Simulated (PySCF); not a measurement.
Here is a job for PySCF.
```python
from pyscf import gto, scf, dft

mol = gto.Mole()
mol.atom = '''
    S     0.01164702   -0.00345740    0.31572720
    O    -0.03156227    1.26296905   -0.30120014
    O     0.00826823   -1.25605426   -0.33025426
'''
mol.basis = 'aug-cc-pvdz'
mol.charge = 1
mol.spin = 1
mol.verbose = 4
mol.build()

mf = dft.UKS(mol)
mf.xc = 'tpss'
mf.kernel()
mf.analyze()
```

Q: What does this run give for the total energy, number of basis functions, <S^2>, HOMO energy, nuclear repulsion energy?

A: 
```json
{
  "total_energy": "-548.2183 Eh",
  "number_of_basis_functions": "73",
  "<S^2>": "0.754",
  "HOMO energy": "-17.30 eV",
  "nuclear_repulsion_energy": "109.5631 Eh"
}
```

These values belong to the state on which the SCF converged, which isn't shown to be the lowest.

Q: Roughly what does it cost on one core?

A: about 11 core-seconds (a rough figure).
